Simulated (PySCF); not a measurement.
These are PBE-D3(BJ)/def2-TZVP // PBE0-D3(BJ)/def2-TZVP (PySCF) values and carry that method's errors. Gas-phase values, no solvent. One relaxed conformer stands for a flexible species; it need not be the lowest. Excitations are Tamm–Dancoff values on a coarser integration grid. The basis has no diffuse functions, so Rydberg states are missing or too high.

Reference species (SMILES): `[OH][Al]([F])[F]` (H–O–Al–F torsion 0°) (neutral, multiplicity 1).

```
Item                    Value
-------------------  --------
T1 excitation (TDA)   5.98 eV
LUMO                 -1.97 eV
HOMO–LUMO gap         6.23 eV
HOMO                 -8.19 eV
```

Changed species: `[OH][Al]([OH])[F]` (H–O–Al–F torsion 180°, F–Al–O–H torsion 0°) (2 of 3 F replaced by OH; the reference has 1 of 3 F replaced by OH).

**Question.** Give the shifts of the T1 excitation (TDA), LUMO, HOMO–LUMO gap and HOMO.

**Answer.** the T1 excitation (TDA) decreases by 0.15 eV, to 5.83 eV; the LUMO goes up by 0.36 eV, to -1.61 eV; the HOMO–LUMO gap drops by 0.21 eV, to 6.02 eV; the HOMO goes up by 0.57 eV, to -7.62 eV.
